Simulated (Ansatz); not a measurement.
`[SiH3][O][In][SH]` radical. Total charge 0; spin multiplicity 2. Correlated methods include outer-core shells of In, which these sets cover unevenly. In: def2 effective core potential.

| atom | x (Å) | y (Å) | z (Å) |
| --- | --- | --- | --- |
| Si1 | -0.570 | -0.682 | 0.708 |
| O2 | -0.876 | 0.850 | 1.015 |
| In3 | -0.387 | 2.604 | -0.065 |
| S4 | 0.959 | 0.440 | -1.925 |
| H5 | 0.386 | -1.345 | 1.641 |
| H6 | 0.203 | -0.687 | -0.722 |
| H7 | -1.762 | -1.547 | 0.488 |
| H8 | 2.047 | 0.368 | -1.139 |

Q: Give the diagnostics of a CCSD(T)/def2-TZVPP run (frozen core, Ansatz). (Best estimate.)

A: Ansatz gave: T1 = 0.0189, largest single amplitude 0.047, largest double 0.044, (T) share of the correlation energy 3.7 %, 13 CCSD cycles. ⟨S²⟩ of the UHF reference is 0.778 against 0.75 for a pure state. T1 lies under the customary mark of 0.045 for open shells.
